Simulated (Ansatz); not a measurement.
`FB(F)S`. The species carries charge 0 and has multiplicity 1.

```csv
atom,x (Å),y (Å),z (Å)
F1,-1.227,0.753,-1.075
B2,-0.269,0.397,-0.243
F3,0.440,1.347,0.335
S4,0.023,-1.353,0.062
H5,1.033,-1.144,0.921
```

**Question.** What are the harmonic wavenumbers in cm⁻¹ at PBE0-D4/def2-TZVP (Ansatz, finite differences of forces, unscaled)? (Estimate.)

**Answer.** Computed: 295, 368, 412, 583, 683, 837, 1258, 1429, 2724.

**Question.** Is this a minimum?

**Answer.** Yes, all 9 modes are real.

**Question.** Give the ideal-gas thermochemistry at 298.15 K and 1 bar (rigid rotor, harmonic oscillator; point group Cs, symmetry number 1).

**Answer.** Zero-point energy 51.4 kJ/mol; H(298) − E = 65.1 kJ/mol; entropy 288.1 J/(mol·K), of which translation 163.8, rotation 105.5, vibration 18.8; G(298) − E = -20.8 kJ/mol.
